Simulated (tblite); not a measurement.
Parent: `[F:1][C:2]([F:3])=[C:4]([F:5])[CH2:6][SiH3:7]` with C2–C4–C6–Si7 108°, C3H5F3Si.

Structures optimised with GFN2-xTB, isolated species. One conformer each, not checked by frequencies here.

| coordinate of the parent | value |
| --- | --- |
| F1–C2 | 1.335 Å |
| C2–F3 | 1.329 Å |
| C2=C4 | 1.327 Å |
| C4–F5 | 1.351 Å |
| C4–C6 | 1.477 Å |
| C6–Si7 | 1.926 Å |
| F1–C2–F3 | 110.7° |
| F1–C2–C4 | 122.7° |
| F3–C2–C4 | 126.6° |
| C2–C4–F5 | 118.0° |
| C2–C4–C6 | 126.5° |
| F5–C4–C6 | 115.5° |
| C4–C6–Si7 | 110.9° |

How does the shared frame change in `[CH3:1][N:2]([CH3:3])[SiH2:4][CH2:5][C:6]([F:7])=[C:8]([F:9])[F:10]` with C1–N2–Si4–C5 159°, N2–Si4–C5–C6 -55°, Si4–C5–C6–F7 -68°, C5H10F3NSi? Atoms pair as F1 = F9, C2 = C8, F3 = F10, C4 = C6, F5 = F7, C6 = C5, Si7 = Si4 (parent first).

```json
{"parent": "F1–C2", "relative": "F9–C8", "value in the relative": "1.337 Å", "change": "+0.002"}
{"parent": "C2–F3", "relative": "C8–F10", "value in the relative": "1.330 Å", "change": "+0.001"}
{"parent": "C2=C4", "relative": "C8=C6", "value in the relative": "1.327 Å", "change": "0.000"}
{"parent": "C4–F5", "relative": "C6–F7", "value in the relative": "1.350 Å", "change": "-0.001"}
{"parent": "C4–C6", "relative": "C6–C5", "value in the relative": "1.474 Å", "change": "-0.003"}
{"parent": "C6–Si7", "relative": "C5–Si4", "value in the relative": "1.924 Å", "change": "-0.002"}
{"parent": "F1–C2–F3", "relative": "F9–C8–F10", "value in the relative": "110.4°", "change": "-0.3"}
{"parent": "F1–C2–C4", "relative": "F9–C8–C6", "value in the relative": "122.7°", "change": "0.0"}
{"parent": "F3–C2–C4", "relative": "F10–C8–C6", "value in the relative": "126.8°", "change": "+0.2"}
{"parent": "C2–C4–F5", "relative": "C8–C6–F7", "value in the relative": "117.9°", "change": "-0.1"}
{"parent": "C2–C4–C6", "relative": "C8–C6–C5", "value in the relative": "126.5°", "change": "0.0"}
{"parent": "F5–C4–C6", "relative": "F7–C6–C5", "value in the relative": "115.5°", "change": "0.0"}
{"parent": "C4–C6–Si7", "relative": "C6–C5–Si4", "value in the relative": "110.9°", "change": "0.0"}
```

No shared bond changes by more than 0.004 Å. Bonds of the relative outside the shared frame: C1–N2 1.444, N2–C3 1.446, N2–Si4 1.714 Å. Point group C1 → C1.

The numbers are calculated, not measured.
